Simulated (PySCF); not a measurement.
Partial charges of `CN[Si@@H](N)O[SiH3]`

CH₁₀N₂OSi₂.
Geometry (GFN2-xTB, Å), atoms numbered from 1 in this order:
```xyz
16
CH10N2OSi2 angstrom
C     -2.6099    0.1597   -0.0860
N     -1.2146    0.5120   -0.1833
Si    -0.0309   -0.0847    0.9046
N     -0.1117   -1.7986    0.7748
O      1.3576    0.6349    0.4443
Si     2.8163    0.7845   -0.2150
H     -3.0875    0.2406   -1.0649
H     -2.6810   -0.8683    0.2584
H     -3.1570    0.7952    0.6194
H     -1.0875    1.4571   -0.5129
H     -0.1341    0.2311    2.3277
H      0.5517   -2.3535    1.2892
H     -0.2679   -2.2026   -0.1346
H      3.7462   -0.0558    0.5438
H      3.1408    2.2044   -0.0964
H      2.7619    0.3531   -1.6130
```

Density: PBE0/pcSseg-1 (PySCF); schemes: Mulliken, IAO, Hirshfeld and ESP-fitted. Isolated species at its GFN2-xTB geometry (one conformer only).

**Question.** Atoms with like bonding are taken together and averaged. Which atoms carry the highest charge in the Mulliken, IAO, Hirshfeld and ESP-fitted schemes?

**Answer.** All schemes agree: Mulliken Si3 (+1.093); IAO Si3 (+1.313); Hirshfeld Si3 (+0.455); ESP-fitted Si3 (+1.042).

**Question.** At which atom do the 4 schemes differ most?

**Answer.** At Si3: from +0.455 (Hirshfeld) to +1.313 e (IAO), 0.858 e apart.

**Question.** Tabulate the Mulliken, IAO, Hirshfeld and ESP-fitted charges.

**Answer.** In e; atoms taken as equivalent share a row and are averaged (×n: the atom named and its like, n in all):

```tsv
atom	environment	Mulliken	IAO	Hirshfeld	ESP-fitted
C1	N-methyl carbon	-0.099	-0.298	-0.070	-0.061
N2	silicon-bound nitrogen	-0.686	-0.692	-0.251	-0.722
Si3	oxygen-bound silicon	+1.093	+1.313	+0.455	+1.042
N4	silicon-bound nitrogen	-0.645	-0.857	-0.320	-1.054
O5	siloxane oxygen	-0.719	-0.895	-0.308	-0.592
Si6	oxygen-bound silicon	+0.729	+0.893	+0.386	+0.600
H7/H8/H9	methyl hydrogen	+0.107	+0.136	+0.038	+0.068
H10	N–H hydrogen	+0.191	+0.258	+0.113	+0.351
H11	Si–H hydrogen	-0.172	-0.195	-0.099	-0.180
H12/H13	N–H hydrogen	+0.191	+0.262	+0.116	+0.390
H14/H15/H16	Si–H hydrogen	-0.132	-0.153	-0.085	-0.123
```

Mean size of the charges over all atoms: IAO 0.425 e, ESP-fitted 0.372 e, Mulliken 0.340 e, Hirshfeld 0.163 e. Each set sums to the total charge, 0, to within 0.001 e. The ESP scheme fits charges at the nuclei, held to the total charge, to the electrostatic potential on points at 1.4 to 2.0 times the van der Waals radii. The Mulliken scheme counts on each atom the diagonal of the density matrix times the overlap matrix over that atom's basis functions.

Some averages cover members that differ in this geometry: H7/H8/H9, ESP-fitted +0.045 to +0.083; H7/H8/H9, IAO +0.120 to +0.149 e.

**Question.** How many electrons does the IAO scheme count on N2?

**Answer.** Z − q = 7 − (-0.692) = 7.692.

**Question.** How closely do the schemes follow one another over all atoms?

**Answer.** Correlation coefficient and root-mean-square difference: Mulliken with IAO 0.99, 0.115 e; IAO with Hirshfeld 0.99, 0.352 e; Mulliken with Hirshfeld 0.99, 0.254 e; Hirshfeld with ESP-fitted 0.96, 0.301 e; IAO with ESP-fitted 0.96, 0.159 e; Mulliken with ESP-fitted 0.96, 0.141 e.

The run behind these numbers computed NMR shieldings as well. Time: 21 s wall (grids of density and orbitals included); peak memory 0.74 GiB. Hardware: one thread, Arm Neoverse V2 (aarch64), no GPU, shared host with 48 logical CPUs at a one-minute load of 9.0.
